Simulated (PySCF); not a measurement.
A side-by-side comparison of computed properties.

First species: C5H8OSi2.
SMILES: `[SiH2]1O[Si@H](C#C)C=C1C`

Second species: C₄H₁₀Si₂.
Atom-mapped SMILES: `[CH3:1][SiH2:2][CH2:3][C:4]#[C:5][SiH3:6]` (hydrogens: H7, H8, H9 on C1; H10, H11 on Si2; H12, H13 on C3; H14, H15, H16 on Si6)

Levels: PBE0/def2-SVPD for dipole moment, HOMO energy, LUMO energy, HOMO–LUMO gap, static isotropic polarisability and electronic spatial extent ⟨r²⟩ about the centre of nuclear charge; TDDFT PBE0/def2-SVPD for lowest singlet excitation; TDA PBE0/def2-SVPD for lowest triplet excitation (Tamm–Dancoff); GFN2-xTB for rotational constant A and rotational constant C. Geometries: GFN2-xTB. All species are isolated and taken at one optimised geometry, non-relativistic unless stated; the electronic structure was computed with PySCF and density fitting.

The conformers computed, where there is a choice (atom-mapped SMILES and torsion angles):
- `[CH3:1][SiH2:2][CH2:3][C:4]#[C:5][SiH3:6]`: C1–Si2–C3–C4 -56°

Problem. Which of the two has the higher HOMO energy, and by how much?

Solution. The second: -7.36 eV against -7.81 eV, a difference of 0.45 eV.

Problem. Which of the two has the higher rotational constant A, and by how much?

Solution. The second: 4.754 GHz against 2.591 GHz, a difference of 2.163 GHz.

Problem. Which of the two has the higher rotational constant C, and by how much?

Solution. The first: 0.832 GHz against 0.750 GHz, a difference of 0.082 GHz.

Problem. Which has the higher dipole moment?

Solution. The first: 1.85 D against 1.25 D, a difference of 0.60 D.

Problem. Which has the higher T1 energy?

Solution. The second: 4.91 eV against 4.17 eV, a difference of 0.74 eV.

Problem. Which of the two has the higher HOMO–LUMO gap, and by how much?

Solution. The second: 7.56 eV against 7.14 eV, a difference of 0.42 eV.

Problem. Which of the two has the higher LUMO energy, and by how much?

Solution. The second: 0.20 eV against -0.67 eV, a difference of 0.87 eV.

Problem. Which has the higher static isotropic polarisability?

Solution. The first: 105.9 au against 103.9 au, a difference of 2.0 au.

On the first: In wavenumbers S1 is 47700 cm⁻¹ (1 eV = 8065.54 cm⁻¹). The dipole matches unit charges of opposite sign 0.39 Å apart (1 e·Å = 4.8032 D).

On the second: In wavenumbers S1 is 47100 cm⁻¹ (1 eV = 8065.54 cm⁻¹). The principal polarisabilities are 82.6, 91.3 and 137.8 au; their mean is the isotropic value.
